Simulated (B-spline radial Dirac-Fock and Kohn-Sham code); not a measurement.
**Nb⁷⁺: input and output of one calculation**

ΔSCF core binding energies without Breit or QED terms, calculated with an atomic code on a B-spline grid. Keys: rel is the Hamiltonian (dirac, or spin-free x2c and nr, where L3 and M5 stand for the whole 2p and 3d shells), method is hf or an exchange,correlation pair (spin-unpolarised, also for the hole states), nuc the nuclear model, radius_factor scales its radius, rmax is the box in bohr, h the logarithmic mesh step, order the B-spline order, points the quadrature points per cell, c_factor scales the speed of light, and damp, ndamp, maxit and tol steer the iteration. The run stops when the commutator error falls below 10·tol·max(1, Z/10), or the numerical noise floor, and the energy has settled to about 1e-8 Ha; the virial ratio is −V/T.

Input (task.json):

```json
{"items": [{"Z": 41, "q": 7, "cfg": [[1, 0, 2], [2, 0, 2], [2, 1, 6], [3, 0, 2], [3, 1, 6], [3, 2, 10], [4, 0, 2], [4, 1, 4]], "A": 93, "rrms": 4.324, "do": "settings", "holes": ["K", "L3", "M5"],
  "settings": [{"rel": "dirac", "method": "hf", "nuc": "fermi", "radius_factor": 1.0, "rmax": 45.0, "h": 0.3, "order": 8, "points": 10, "c_factor": 1.0, "maxit": 60, "damp": 0.5, "ndamp": 3, "tol": 1e-08, "cfg": "1s2 2s2 2p6 3s2 3p6 3d10 4s2 4p7"}]}]}
```

Command: `python xray2_run.py task.json out`

The program stops without a result: overfilled shell.

**Question.** One setting is unsound. Which, and why?

**Answer.** cfg puts more electrons in a shell than it can hold. With the default settings (Dirac Hartree-Fock): The ground state converged in 9 iterations, with total energy -3805.36673 Ha, virial ratio 1.96570 and highest orbital energy -137.92 eV. ΔSCF binding energies: K (1s) 19160.0 eV, M5 (3d5/2) 324.2 eV. Holes are computed only in closed shells, and unreliable hole states are left out.
